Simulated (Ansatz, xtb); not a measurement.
Ranking isomers of B2H2O2

3 gas-phase structures of B2H2O2, found in a search over its isomers (lower ones may exist). Each was relaxed with GFN2-xTB; where two conformers were screened, the lower at r2SCAN-D4/def2-SVP is listed:

A. a singlet given by its coordinates
B. `O=BBO`, a singlet
C. `OB1BO1`, a singlet

A (Å):

```xyz
6

B    -0.8658   -1.5943    0.1859
B     0.2848   -0.3928   -0.4189
O    -0.9863   -0.7173   -0.8881
O     0.2218   -1.0068    0.8285
H    -1.4027   -2.6012    0.3940
H     1.1809    0.0984   -0.9668
```

Close contacts (Å): B1–B2 1.77, B1–O3 1.39, B1–O4 1.39, B2–O3 1.39, B2–O4 1.39, B1–H5 1.16, B2–H6 1.16.

Q: Which do you expect lowest at r2SCAN-D4/def2-SVP, and how would the others follow?

A: Calculated order at r2SCAN-D4/def2-SVP: A (0.000), B (1.200), C (1.677) eV.

Energies above the lowest of each column, in eV; the last columns are at PBE0-D4/def2-TZVP geometries and were run for some of them only (a dash: not run or not comparable):

| structure | GFN2-xTB | HF/STO-3G | r2SCAN-D4/def2-SVP | PBE0-D4/def2-TZVP | CCSD(T)/def2-TZVPP |
| --- | --- | --- | --- | --- | --- |
| A | 0.000 | 0.000 | 0.000 | 0.000 | 0.000 |
| B | 0.792 | 1.561 | 1.200 | 1.351 | 1.223 |
| C | 1.652 | 2.235 | 1.677 | – | – |

Every level run on A puts it lowest or level with the lowest. Some further structures that were screened fall inside this span and aren't listed. Flexible structures stand in one conformer each, not always the lowest. Frequencies (PBE0-D4/def2-TZVP) were run for A, B alone.

Programs: Ansatz 0.2.0, xtb 6.7.1.
